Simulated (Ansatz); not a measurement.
Molecule: C2H8ClSi2, net charge 0, doublet state. It need not be the lowest isomer of its formula. 
Structure (B3LYP-D3(BJ)/def2-TZVP (Ansatz, a program for electronic structure) minimum search):
```
Si
H 1 1.4872
C 1 1.8764 2 110.40
H 3 1.0909 1 111.32 2 54.79
H 3 1.0917 4 108.04 1 -121.38
H 3 1.0922 4 108.21 5 -116.83
C 1 1.8804 2 110.10 3 -123.12
H 7 1.0908 1 111.38 2 -55.77
H 7 1.0914 8 108.13 1 121.43
H 7 1.0930 8 108.21 9 117.04
Si 1 2.3503 2 106.73 7 -119.62
H 11 1.4907 1 115.68 2 61.36
Cl 11 2.0927 12 105.80 1 -118.98
```
Charge 0, spin multiplicity 2.

Basis-set convergence of Hartree-Fock and MP2 correlation energies (hartree) with Ansatz. Cores are frozen in the correlated levels unless marked. UHF or UKS for open shells. Spin-orbit coupling is left out. Non-relativistic.

```tsv
basis	functions	E(HF)	E(corr, MP2)
cc-pV(D+d)Z	137	-1117.81312	-0.60784
cc-pV(T+d)Z	289	-1117.87956	-0.76963
cc-pV(Q+d)Z	542	-1117.89434	-0.82860
```

Extrapolating the two largest sets (X = 3 and 4) as X^-3: E(corr) = (64·(-0.82860) - 27·(-0.76963))/37 = -0.8716 Eh, an estimate of the basis-set limit. The largest set recovers 95.1 % of it, the smallest 69.7 %.
